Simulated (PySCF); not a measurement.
PySCF input file for Al(H)(OMe)2 (C2H7AlO2), SMILES [AlH]([O]C)[O]C, TDA-PBE0/def2-SVPD. Geometry optimised at B3LYP-D3(BJ)/def2-SVP. The structure was generated by enumeration; whether it is a known compound was not checked. The values are those of a single conformer.

```python
import numpy as np
from pyscf import gto, scf, dft, tdscf

mol = gto.M(
    atom='''
    Al    0.00000000   -0.00000000    1.05564895
    H    -0.00000000   -0.00000000    2.61730210
    O    -1.48974708    0.00000000    0.25108257
    C    -2.08181834   -0.00000000   -1.01035800
    H    -2.72448918    0.89021290   -1.14092561
    H    -1.34258054   -0.00000000   -1.83503053
    H    -2.72448917   -0.89021290   -1.14092560
    O     1.48974709    0.00000000    0.25108257
    C     2.08181833    0.00000000   -1.01035801
    H     1.34258053   -0.00000001   -1.83503053
    H     2.72448918    0.89021289   -1.14092561
    H     2.72448917   -0.89021289   -1.14092561
    ''',
    basis='def2-SVPD',
    charge=0,
    spin=0,
    symmetry=True,
    max_memory=1600,
    verbose=4,
)
mf = dft.RKS(mol, xc='pbe0').density_fit(auxbasis='def2-universal-jkfit')
mf.grids.level = 3
mf.conv_tol = 1e-9
mf.max_cycle = 100
mf.kernel()
mf.grids = dft.Grids(mol).set(level=1).build(with_non0tab=True)  # coarser grid for the response kernel
td = tdscf.TDA(mf)
td.singlet = True
td.nstates = 10
td.conv_tol = 1e-4
td.positive_eig_threshold = 1e-6
td.kernel(x0=td.get_init_guess(mf, 15))
td.analyze()
tt = tdscf.TDA(mf)
tt.singlet = False
tt.nstates = 4
tt.conv_tol = 1e-4
tt.positive_eig_threshold = 1e-6
tt.kernel(x0=tt.get_init_guess(mf, 9))
tt.analyze(verbose=3)
```

It prints:

```
PySCF version 2.14.0

[INPUT] verbose = 4
[INPUT] num. atoms = 12
[INPUT] num. electrons = 48
[INPUT] charge = 0
[INPUT] spin (= nelec alpha-beta = 2S) = 0
[INPUT] symmetry True subgroup None
[INPUT] Mole.unit = angstrom
[INPUT] Symbol           X                Y                Z      unit          X                Y                Z       unit  Magmom
[INPUT]  1 Al     0.000000000000   0.000000000000   1.055648950000 AA    0.000000000000   0.000000000000   1.994887399185 Bohr   0.0
[INPUT]  2 H      0.000000000000   0.000000000000   2.617302100000 AA    0.000000000000   0.000000000000   4.945984154249 Bohr   0.0
[INPUT]  3 O     -1.489747080000   0.000000000000   0.251082570000 AA   -2.815213976071   0.000000000000   0.474477291952 Bohr   0.0
[INPUT]  4 C     -2.081818340000   0.000000000000  -1.010358000000 AA   -3.934066503697   0.000000000000  -1.909299907763 Bohr   0.0
[INPUT]  5 H     -2.724489180000   0.890212900000  -1.140925610000 AA   -5.148538379541   1.682258573555  -2.156036931402 Bohr   0.0
[INPUT]  6 H     -1.342580540000   0.000000000000  -1.835030530000 AA   -2.537109520771   0.000000000000  -3.467705131915 Bohr   0.0
[INPUT]  7 H     -2.724489170000  -0.890212900000  -1.140925600000 AA   -5.148538360644  -1.682258573555  -2.156036912505 Bohr   0.0
[INPUT]  8 O      1.489747090000   0.000000000000   0.251082570000 AA    2.815213994968   0.000000000000   0.474477291952 Bohr   0.0
[INPUT]  9 C      2.081818330000   0.000000000000  -1.010358010000 AA    3.934066484799   0.000000000000  -1.909299926661 Bohr   0.0
[INPUT] 10 H      1.342580530000  -0.000000010000  -1.835030530000 AA    2.537109501873  -0.000000018897  -3.467705131915 Bohr   0.0
[INPUT] 11 H      2.724489180000   0.890212890000  -1.140925610000 AA    5.148538379541   1.682258554658  -2.156036931402 Bohr   0.0
[INPUT] 12 H      2.724489170000  -0.890212890000  -1.140925610000 AA    5.148538360644  -1.682258554658  -2.156036931402 Bohr   0.0

nuclear repulsion = 223.413542676441
point group symmetry = C2v
symmetry origin: [ 3.93692930e-10 -3.93692944e-10  7.87385601e-10]
symmetry axis x: [ 1.00000000e+00 -1.14122654e-10 -7.14841181e-10]
symmetry axis y: [-1.14122653e-10 -1.00000000e+00  2.17863712e-10]
symmetry axis z: [-7.14841181e-10 -2.17863420e-10 -1.00000000e+00]
num. orbitals of irrep A1 = 60
num. orbitals of irrep A2 = 25
num. orbitals of irrep B1 = 51
num. orbitals of irrep B2 = 30
number of shells = 72
number of NR pGTOs = 238
number of NR cGTOs = 166
basis = def2-SVPD
ecp = {}


[settings echo left out]
init E= -472.89727436193
HOMO (A2) = -0.373233638340327  LUMO (A1) = -0.0647522027314213  gap/eV = 8.39421
cycle= 1 E= -472.59905029649  delta_E= 0.298  |g|= 0.926  |ddm|= 4.38
HOMO (B1) = -0.131599948894702  LUMO (A1) = 0.0128496972317782  gap/eV = 3.93068
cycle= 2 E= -472.238362827728  delta_E= 0.361  |g|= 1.63  |ddm|= 3.52
HOMO (B1) = -0.297918109075235  LUMO (A1) = -0.00494530256967263  gap/eV = 7.97220
cycle= 3 E= -472.765704797544  delta_E= -0.527  |g|= 0.0575  |ddm|= 2.24
HOMO (B1) = -0.293065935211367  LUMO (A1) = -0.00404754622656434  gap/eV = 7.86459
cycle= 4 E= -472.766397687544  delta_E= -0.000693  |g|= 0.0104  |ddm|= 0.102
HOMO (B1) = -0.293359528725528  LUMO (A1) = -0.0040427869763433  gap/eV = 7.87271
cycle= 5 E= -472.766419898125  delta_E= -2.22e-05  |g|= 0.00106  |ddm|= 0.0234
HOMO (B1) = -0.293373172741132  LUMO (A1) = -0.00400493470641328  gap/eV = 7.87411
cycle= 6 E= -472.766420143765  delta_E= -2.46e-07  |g|= 0.000465  |ddm|= 0.0029
HOMO (B1) = -0.293425532028445  LUMO (A1) = -0.00402126730759278  gap/eV = 7.87509
cycle= 7 E= -472.766420194328  delta_E= -5.06e-08  |g|= 0.000145  |ddm|= 0.000671
HOMO (B1) = -0.293418846311195  LUMO (A1) = -0.0040201001060769  gap/eV = 7.87494
cycle= 8 E= -472.766420199585  delta_E= -5.26e-09  |g|= 1.78e-05  |ddm|= 0.000224
HOMO (B1) = -0.293416767301241  LUMO (A1) = -0.00401874252604895  gap/eV = 7.87492
cycle= 9 E= -472.766420199664  delta_E= -7.89e-11  |g|= 4.17e-06  |ddm|= 3.57e-05
HOMO (B1) = -0.293416671590651  LUMO (A1) = -0.00401899843203379  gap/eV = 7.87491
Extra cycle  E= -472.766420199663  delta_E= 9.09e-13  |g|= 3.86e-06  |ddm|= 1.29e-05
converged SCF energy = -472.766420199663
tot grids = 44376
Overwritten attributes  positive_eig_threshold  of <class 'pyscf.tdscf.rks.TDA'>


******** <class 'pyscf.tdscf.rks.TDA'> for <class 'pyscf.df.df_jk.DFSymAdaptedRKS'> ********
nstates = 10 singlet
deg_eia_thresh = 1.000e-03
wfnsym = None
conv_tol = 0.0001
eigh lindep = 1e-12
eigh level_shift = 0
eigh max_cycle = 100


Excitation energies (eV)
[6.47735495 6.54367712 6.55583506 6.98701263 7.04535595 7.25194056
 7.28260993 7.39626915 7.75905999 7.77933885]

** Singlet excitation energies and oscillator strengths **
Excited State   1:   A2      6.47735 eV    191.41 nm  f=0.0000
      24 -> 26        0.70145
Excited State   2:   B1      6.54368 eV    189.47 nm  f=0.0000
      23 -> 26       -0.26822
      24 -> 25        0.64392
Excited State   3:   A2      6.55584 eV    189.12 nm  f=0.0000
      23 -> 25       -0.69224
Excited State   4:   B1      6.98701 eV    177.45 nm  f=0.0987
      23 -> 26       -0.63222
      24 -> 25       -0.27025
Excited State   5:   B2      7.04536 eV    175.98 nm  f=0.0123
      20 -> 26        0.10403
      21 -> 26        0.11631
      22 -> 25        0.67618
Excited State   6:   A1      7.25194 eV    170.97 nm  f=0.0325
      21 -> 25       -0.50302
      22 -> 26       -0.47190
Excited State   7:   B2      7.28261 eV    170.25 nm  f=0.0067
      21 -> 26        0.68842
      22 -> 25       -0.10334
Excited State   8:   A1      7.39627 eV    167.63 nm  f=0.0329
      21 -> 25       -0.45920
      22 -> 26        0.49518
      24 -> 28        0.17977
Excited State   9:   A2      7.75906 eV    159.79 nm  f=0.0000
      22 -> 30        0.10868
      23 -> 27       -0.68877
Excited State  10:   B1      7.77934 eV    159.38 nm  f=0.0798
      21 -> 30       -0.11240
      24 -> 27       -0.68422

** Transition electric dipole moments (AU) **
state          X           Y           Z        Dip. S.      Osc.
  1        -0.0000      0.0000      0.0000      0.0000      0.0000
  2        -0.0124     -0.0000     -0.0000      0.0002      0.0000
  3         0.0000      0.0000     -0.0000      0.0000      0.0000
  4        -0.7592      0.0000      0.0000      0.5763      0.0987
  5         0.0000     -0.2671     -0.0000      0.0713      0.0123
  6         0.0000     -0.0000     -0.4274      0.1827      0.0325
  7        -0.0000      0.1939      0.0000      0.0376      0.0067
  8        -0.0000      0.0000      0.4258      0.1813      0.0329
  9         0.0000     -0.0000     -0.0000      0.0000      0.0000
 10         0.6469      0.0000      0.0000      0.4185      0.0798

** Transition velocity dipole moments (imaginary part, AU) **
state          X           Y           Z        Dip. S.      Osc.
  1         0.0000     -0.0000     -0.0000      0.0000      0.0000
  2         0.0228      0.0000      0.0000      0.0005      0.0014
  3        -0.0000      0.0000      0.0000      0.0000      0.0000
  4        -0.1388      0.0000     -0.0000      0.0193      0.0500
  5        -0.0000     -0.0377      0.0000      0.0014      0.0037
  6         0.0000     -0.0000     -0.0992      0.0098      0.0246
  7        -0.0000      0.0037     -0.0000      0.0000      0.0000
  8         0.0000      0.0000      0.0881      0.0078      0.0190
  9        -0.0000      0.0000      0.0000      0.0000      0.0000
 10         0.1862     -0.0000     -0.0000      0.0347      0.0808

** Transition magnetic dipole moments (imaginary part, AU) **
state          X           Y           Z
  1         0.0000      0.0000     -0.3069
  2        -0.0000     -0.6211      0.0000
  3         0.0000      0.0000      0.1419
  4         0.0000      1.1792     -0.0000
  5        -0.5175     -0.0000     -0.0000
  6         0.0000     -0.0000      0.0000
  7         0.2234     -0.0000      0.0000
  8        -0.0000      0.0000     -0.0000
  9         0.0000      0.0000     -0.7350
 10         0.0000      0.6311      0.0000


******** <class 'pyscf.tdscf.rks.TDA'> for <class 'pyscf.df.df_jk.DFSymAdaptedRKS'> ********
nstates = 4 triplet
deg_eia_thresh = 1.000e-03
wfnsym = None
conv_tol = 0.0001
eigh lindep = 1e-12
eigh level_shift = 0
eigh max_cycle = 100


Excitation energies (eV)
[6.20531125 6.32721919 6.34895507 6.3848913 ]

** Triplet excitation energies and oscillator strengths **
Excited State   1:   B1      6.20531 eV    199.80 nm  f=0.0000
Excited State   2:   A2      6.32722 eV    195.95 nm  f=0.0000
Excited State   3:   B1      6.34896 eV    195.28 nm  f=0.0000
Excited State   4:   A2      6.38489 eV    194.18 nm  f=0.0000
```

Self-consistency was reached.

Cost: very roughly 100 core-seconds.
